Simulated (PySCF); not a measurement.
Steps of a relaxation of [Pr(CH3)2]+

[Pr(CH3)2]+ (singlet in the valence; each metal's 4f electrons, 2 of them, lie in its core potential, out of spins and levels; a saddle point, relaxed within its symmetry). PySCF 2.14.0, RKS PBE0, Pr lcecp-1-SVP with ECP48, C def2-SVP, H def2-SVP; non-relativistic Hamiltonian with scalar-relativistic core potentials where named; density fitting; no spin-orbit coupling. Origin of the start: template. Columns: position (Å) and force (eV/Å). Energies are counted from the last step; some of the 15 steps are shown. Forces carry noise of the integration grid, about 0.01 to 0.03 eV/Å.

Run from Python with OMP_NUM_THREADS=2. Where DIIS fails, smearing, a level shift and second-order steps follow.
It took 48 s on 2 threads of Arm Neoverse V2, on a shared host, from the converged density of the start.

```xyz
9
step 0  E = 0.580 eV
Pr    0.0000    0.0000   -0.1863     0.00    0.00    0.03
C     2.3022    0.0000    0.8440    -2.13    0.00   -0.44
H     3.0536    0.0000    0.0544     0.33    0.00   -0.38
H     2.4239    0.8900    1.4614     0.25    0.33    0.40
H     2.4239   -0.8900    1.4614     0.25   -0.33    0.40
C    -2.3022    0.0000    0.8440     2.13    0.00   -0.44
H    -3.0536    0.0000    0.0544    -0.33    0.00   -0.38
H    -2.4239   -0.8900    1.4614    -0.25   -0.33    0.40
H    -2.4239    0.8900    1.4614    -0.25    0.33    0.40
```

```xyz
9
step 5  E = 0.059 eV
Pr    0.0000    0.0000   -0.4776     0.00    0.00   -0.04
C     1.9363    0.0000    0.8538    -0.05    0.00   -0.05
H     2.7621    0.0000    0.1131     0.10    0.00    0.03
H     2.0821    0.8853    1.4999    -0.05    0.04    0.02
H     2.0821   -0.8853    1.4999    -0.05   -0.04    0.02
C    -1.9363    0.0000    0.8538     0.05    0.00   -0.05
H    -2.7621    0.0000    0.1131    -0.10    0.00    0.03
H    -2.0821   -0.8853    1.4999     0.05   -0.04    0.02
H    -2.0821    0.8853    1.4999     0.05    0.04    0.02
```

```xyz
9
step 9  E = 0.012 eV
Pr    0.0000    0.0000   -0.6909     0.00    0.00    0.11
C     1.7847    0.0000    0.8288     0.25    0.00   -0.11
H     2.7449    0.0000    0.2584    -0.18    0.00    0.17
H     1.7957    0.8884    1.4931    -0.03   -0.06   -0.06
H     1.7957   -0.8884    1.4931    -0.03    0.06   -0.06
C    -1.7847    0.0000    0.8288    -0.25    0.00   -0.11
H    -2.7449    0.0000    0.2584     0.18    0.00    0.17
H    -1.7957   -0.8884    1.4931     0.03    0.06   -0.06
H    -1.7957    0.8884    1.4931     0.03   -0.06   -0.06
```

Question: Where does the relaxation end?

Answer: It converges at step 14 in C2v:
```xyz
9
step 14  E = 0
Pr    0.0000    0.0000   -0.7186
C     1.7798    0.0000    0.8063
H     2.7836    0.0000    0.3413
H     1.7188    0.8853    1.4698
H     1.7188   -0.8853    1.4698
C    -1.7798    0.0000    0.8063
H    -2.7836    0.0000    0.3413
H    -1.7188   -0.8853    1.4698
H    -1.7188    0.8853    1.4698
```

Question: How did the contacts change?

Answer: 
| contact | start (Å) | end (Å) |
| --- | --- | --- |
| Pr1–C2 (CH3) | 2.522 | 2.344 |
| Pr1–C6 (CH3) | 2.522 | 2.344 |


An lcecp potential fixes the number of 4f electrons, so in runs with it no electron can move into or out of that shell.
